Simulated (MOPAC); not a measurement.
Input for MOPAC: AM1 on CH6GeS (SMILES C[S][GeH3]), a point of a torsion scan.

```
AM1 1SCF PRECISE CHARGE=0 THREADS=1
CH6GeS

C      1.58272408 1     0.05262924 1     0.11659652 1
S      0.31832416 1    -0.45147542 1    -1.11295253 1
Ge    -1.52015303 1     0.05520932 1    -0.02048881 1
H      2.17135823 1    -0.82263786 1     0.37077629 1
H      2.21613841 1     0.80375903 1    -0.34379675 1
H      1.11230798 1     0.45740893 1     1.00778403 1
H     -1.59579799 1    -0.70316622 1     1.27791356 1
H     -2.68833903 1    -0.29030242 1    -0.88372706 1
H     -1.54806639 1     1.52053714 1     0.32402774 1
```

Program output:

```
*******************************************************************************
 **                                                                           **
 **                              MOPAC v23.2.5                                **
 **                                                                           **
 *******************************************************************************
 ** MOPAC's Digital Object Identifier: https://doi.org/10.5281/zenodo.6511958 **
 **                                                                           **
 ** Please cite the open-source release paper for use of this MOPAC version:  **
 ** J. E. Moussa and J. J. P. Stewart (2026)                                  **
 ** MOPAC: An open-source semiempirical molecular orbital program             **
 ** J. Open Source Softw., 11(119), 8025, https://doi.org/10.21105/joss.08025 **
 *******************************************************************************

                              AM1 CALCULATION RESULTS

 *******************************************************************************
 *  AM1        - The AM1 Hamiltonian to be used
 *
 *
 *
 *                 CHARGE ON SYSTEM = 0
 *
 *
 *
 *  PRECISE    - TIGHTER CRITERIA TO BE USED
 *  1SCF       - DO 1 SCF AND THEN STOP
 *  THREADS=1  - MULTI-THREADING NOT USED
 *  T=         - A TIME OF 172800.0 SECONDS REQUESTED
 *  DUMP=N     - RESTART FILE WRITTEN EVERY 7200.0 SECONDS REQUESTED
 *******************************************************************************
AM1 1SCF PRECISE CHARGE=0 THREADS=1
 CH6GeS

   ATOM   CHEMICAL          X               Y               Z
  NUMBER   SYMBOL      (ANGSTROMS)     (ANGSTROMS)     (ANGSTROMS)

     1       C          1.58272408  *   0.05262924  *   0.11659652  *
     2       S          0.31832416  *  -0.45147542  *  -1.11295253  *
     3      Ge         -1.52015303  *   0.05520932  *  -0.02048881  *
     4       H          2.17135823  *  -0.82263786  *   0.37077629  *
     5       H          2.21613841  *   0.80375903  *  -0.34379675  *
     6       H          1.11230798  *   0.45740893  *   1.00778403  *
     7       H         -1.59579799  *  -0.70316622  *   1.27791356  *
     8       H         -2.68833903  *  -0.29030242  *  -0.88372706  *
     9       H         -1.54806639  *   1.52053714  *   0.32402774  *



          CARTESIAN COORDINATES

    NO.       ATOM           X           Y           Z

     1         C          1.5827      0.0526      0.1166
     2         S          0.3183     -0.4515     -1.1130
     3        Ge         -1.5202      0.0552     -0.0205
     4         H          2.1714     -0.8226      0.3708
     5         H          2.2161      0.8038     -0.3438
     6         H          1.1123      0.4574      1.0078
     7         H         -1.5958     -0.7032      1.2779
     8         H         -2.6883     -0.2903     -0.8837
     9         H         -1.5481      1.5205      0.3240

  H: (AM1): M.J.S. DEWAR ET AL, J. AM. CHEM. SOC. 107 3902-3909 (1985)
  C: (AM1): M.J.S. DEWAR ET AL, J. AM. CHEM. SOC. 107 3902-3909 (1985)
  S: (AM1): M.J.S. DEWAR, Y-C YUAN, INORGANIC CHEMISTRY, 29, 3881:3890,  (1990)
 Ge: (AM1): M.J.S.Dewar and C.Jie, Organometallics, 8, 1544, (1989)

           Empirical Formula: C H6 S Ge  =     9 atoms



      MOLECULAR POINT GROUP   :   Cs


      RHF CALCULATION, NO. OF DOUBLY OCCUPIED LEVELS = 10


 -------------------------------------------------------------------------------
 AM1 1SCF PRECISE CHARGE=0 THREADS=1
 CH6GeS



     1SCF WAS SPECIFIED, SO BFGS WAS NOT USED
     SCF FIELD WAS ACHIEVED


                              AM1 CALCULATION
                                                       MOPAC v23.2.5 Linux




          FINAL HEAT OF FORMATION =         23.85365 KCAL/MOL =      99.80367 KJ/MOL


          COSMO AREA              =        121.54 SQUARE ANGSTROMS
          COSMO VOLUME            =        112.32 CUBIC ANGSTROMS

          IONIZATION POTENTIAL    =          8.928057 EV
          HOMO LUMO ENERGIES (EV) =         -8.928 -1.272
          NO. OF FILLED LEVELS    =         10
          MOLECULAR WEIGHT        =        122.7084         POINT GROUP:  Cs

          MOLECULAR DIMENSIONS (Angstroms)

            Atom       Atom       Distance
            H     8    H     5     5.05395
            H     4    H     9     3.11002
            S     2    H     7     2.55584


          SCF CALCULATIONS        =          1





   ATOM   CHEMICAL          X               Y               Z
  NUMBER   SYMBOL      (ANGSTROMS)     (ANGSTROMS)     (ANGSTROMS)

     1       C          1.58272408  *   0.05262924  *   0.11659652  *
     2       S          0.31832416  *  -0.45147542  *  -1.11295253  *
     3      Ge         -1.52015303  *   0.05520932  *  -0.02048881  *
     4       H          2.17135823  *  -0.82263786  *   0.37077629  *
     5       H          2.21613841  *   0.80375903  *  -0.34379675  *
     6       H          1.11230798  *   0.45740893  *   1.00778403  *
     7       H         -1.59579799  *  -0.70316622  *   1.27791356  *
     8       H         -2.68833903  *  -0.29030242  *  -0.88372706  *
     9       H         -1.54806639  *   1.52053714  *   0.32402774  *

                             CARTESIAN COORDINATES

   1    C        1.582724080     0.052629240     0.116596520
   2    S        0.318324160    -0.451475420    -1.112952530
   3   Ge       -1.520153030     0.055209320    -0.020488810
   4    H        2.171358230    -0.822637860     0.370776290
   5    H        2.216138410     0.803759030    -0.343796750
   6    H        1.112307980     0.457408930     1.007784030
   7    H       -1.595797990    -0.703166220     1.277913560
   8    H       -2.688339030    -0.290302420    -0.883727060
   9    H       -1.548066390     1.520537140     0.324027740


           Empirical Formula: C H6 S Ge  =     9 atoms



      MOLECULAR POINT GROUP   :   Cs


                  EIGENVALUES
 -30.09407 -17.80971 -15.85789 -14.62841 -14.37778 -13.06374 -12.15664 -11.87659
 -10.99753  -8.92806  -1.27234   0.52046   0.53107   1.09047   2.33150   3.94970
   4.11622   4.60473


              NET ATOMIC CHARGES AND DIPOLE CONTRIBUTIONS

  ATOM NO.   TYPE          CHARGE      No. of ELECS.   s-Pop       p-Pop
    1          C          -0.253699        4.2537     1.22920     3.02450
    2          S          -0.203537        6.2035     1.91046     4.29308
    3         Ge           0.203979        3.7960     0.91575     2.88027
    4          H           0.105048        0.8950     0.89495
    5          H           0.105364        0.8946     0.89464
    6          H           0.089625        0.9104     0.91038
    7          H          -0.023569        1.0236     1.02357
    8          H           0.000409        0.9996     0.99959
    9          H          -0.023621        1.0236     1.02362
 DIPOLE           X         Y         Z       TOTAL
 POINT-CHG.    -0.682     0.526     1.190     1.469
 HYBRID         0.375     0.356     0.844     0.989
 SUM           -0.307     0.882     2.033     2.238


          ATOMIC ORBITAL ELECTRON POPULATIONS

     Atom    s        px        py        pz
    1  C   1.22920   0.98991   1.04770   0.98690
    2  S   1.91046   1.14132   1.85512   1.29664
    3 Ge   0.91575   0.91892   0.99204   0.96931
    4  H   0.89495
    5  H   0.89464
    6  H   0.91038
    7  H   1.02357
    8  H   0.99959
    9  H   1.02362

 **********************
 *                    *
 * JOB ENDED NORMALLY *
 *                    *
 **********************




 == MOPAC DONE ==
```

The run finished.

Cost: around 0.03 core-seconds (rough).
